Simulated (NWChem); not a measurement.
# ScNH4O2; SMILES [NH2][Sc]([OH])[OH]

```xyz
8

Sc     0.0000    -0.0503     0.0000
O     -1.6408    -0.9314     0.0000
H     -2.3392    -1.5848     0.0000
O      1.6787    -0.8564     0.0000
H      2.4058    -1.4779     0.0000
N     -0.0430     1.9255     0.0000
H      0.7640     2.5463     0.0000
H     -0.8740     2.5137     0.0000
```
Atoms are numbered in this order, from 1.

Results from NWChem. Pople sets run with spherical d functions. The geometry was optimised at PBE0/def2-SVP. Vzz is the largest principal value of the second derivative of the potential at the nucleus (NWChem prints the opposite sign); η is the asymmetry. Non-relativistic.

```json
[
 {"level": "B3LYP/cc-pVTZ", "Vzz Sc1 (a.u.)": "1.519", "η Sc1": "0.18", "Vzz O4 (a.u.)": "1.248", "η O4": "0.16", "Vzz N6 (a.u.)": "0.582", "η N6": "0.81", "relative time": "20"},
 {"level": "B3LYP/6-31G*", "Vzz Sc1 (a.u.)": "1.227", "η Sc1": "0.32", "Vzz O4 (a.u.)": "1.285", "η O4": "0.13", "Vzz N6 (a.u.)": "0.601", "η N6": "0.90", "relative time": "2"},
 {"level": "Hartree-Fock/6-31G*", "Vzz Sc1 (a.u.)": "1.346", "η Sc1": "0.11", "Vzz O4 (a.u.)": "1.365", "η O4": "0.09", "Vzz N6 (a.u.)": "0.661", "η N6": "0.94", "relative time": "1"},
 {"level": "Hartree-Fock/cc-pVTZ", "Vzz Sc1 (a.u.)": "1.548", "η Sc1": "0.14", "Vzz O4 (a.u.)": "1.305", "η O4": "0.13", "Vzz N6 (a.u.)": "0.645", "η N6": "0.81", "relative time": "30"}
]
```

The last column is a rough cost ratio, cheapest run = 1.
